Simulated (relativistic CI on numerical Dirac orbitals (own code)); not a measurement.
## Cr2+ in a cubic cluster: L2,3 absorption with charge transfer

Computed with a charge-transfer multiplet model of a cubic metal-ligand cluster with up to one ligand hole, Slater and spin-orbit integrals from Dirac-Coulomb-Breit ions, Slater integrals scaled by 0.8. The ground state mixes d4 with configurations of k ligand holes L, whose averages lie at kΔ + k(k − 1)U_dd/2; a core hole lowers each added d electron by U_cd. 300 K, Lorentzian 0.4 eV and Gaussian 0.3 eV FWHM.

Atomic integrals in eV (Slater integrals scaled, ζ unscaled), ground: F2dd 7.675, F4dd 4.768, zeta_d 0.027; with the core hole: F2dd 8.366, F4dd 5.204, zeta_d 0.040, zeta_core 5.624, F2cd 4.703, G1cd 3.430, G3cd 1.946.

Cluster parameters (eV): Δ = 6.9, U_dd = 4.6, U_cd = 5.5, 10Dq = 0.75, 10Dq(ligand) = 0.1, final-state hopping factor = 0.8.

```tsv
Case	n_d	d4	d5L	S
V(eg) = 1 eV, V(t2g) = -0.42 eV	4.06	0.94	0.06	2.00
V(eg) = 1.9 eV, V(t2g) = -0.8 eV	4.15	0.85	0.15	2.00
V(eg) = 2.2 eV, V(t2g) = -0.93 eV	4.18	0.82	0.18	2.00
```

Weights, n_d and S are thermal averages at 300 K. Photon energies count from the first peak over 30 % of the highest in each spectrum, which can be another peak from case to case. The parameters are a model scan and need not match a compound or its usual spin state. Peaks in eV (height, largest 100):
- V(eg) = 1 eV, V(t2g) = -0.42 eV: -3.5 (7), -2.7 (8), 0.0 (100), 0.6 (84), 2.4 (36), 5.4 (25), 6.4 (32), 7.7 (26), 9.7 (45), 11.6 (8)
- V(eg) = 1.9 eV, V(t2g) = -0.8 eV: -3.4 (6), 0.0 (100), 0.7 (81), 5.4 (21), 6.6 (26), 7.5 (25), 9.6 (42)
- V(eg) = 2.2 eV, V(t2g) = -0.93 eV: -3.3 (6), 0.0 (100), 0.7 (80), 5.5 (20), 6.8 (25), 7.5 (26), 9.6 (41)

For the case V(eg) = 1.9 eV, V(t2g) = -0.8 eV, Δ = 6.9 eV is larger than U_dd = 4.6 eV, the Mott-Hubbard side of the Zaanen-Sawatzky-Allen scheme. With the core hole the configuration with one ligand hole lies at Δ + U_dd − U_cd = 6.0 eV above the one without, against Δ in the ground state. The added d electron screens the hole, so the order of the configurations is kept and charge-transfer satellites are weaker than in photoemission.

With at most 1 ligand hole the space is cut while the next configuration still counts, so covalency is underestimated, and a final configuration with one more ligand hole, which can lie low, is missing from the spectra.
